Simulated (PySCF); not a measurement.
## Electron affinity of Ag by level of theory

Ag- [Kr] 4d10 5s2 (1S) → Ag [Kr] 4d10 5s1 (2S), as a difference of total energies. All numbers are calculated (PySCF 2.14, the spin-free X2C one-electron Hamiltonian (Gaussian nucleus), in x2c-QZVPPall with one added diffuse shell each of s, p, d, f, g type (14s9p8d5f3g, 143 functions)). Correlated levels: valence: [Kr] frozen; valence and next inner shell: [Ar] 3d10 frozen. The calculations carry no spin-orbit coupling.

| method | electron affinity (eV) | error (eV) |
| --- | --- | --- |
| UHF | 0.101 | -1.203 |
| LDA | 1.608 | +0.304 |
| PBE | 1.352 | +0.048 |
| PBE0 | 1.118 | -0.186 |
| r2SCAN | 1.218 | -0.086 |
| MP2 (valence) | 1.082 | -0.222 |
| SCS-MP2 (valence) | 1.099 | -0.205 |
| MP2 (valence and next inner shell) | 1.123 | -0.181 |
| SCS-MP2 (valence and next inner shell) | 1.128 | -0.176 |

Reference: 1.304 eV (measured; photodetachment measurements, as compiled on the Wikipedia data page of electron affinities).

In the anion the highest occupied orbital energy is positive at LDA, PBE, PBE0, r2SCAN, a self-interaction effect; the basis confines that electron, and the energy difference can still be sensible.
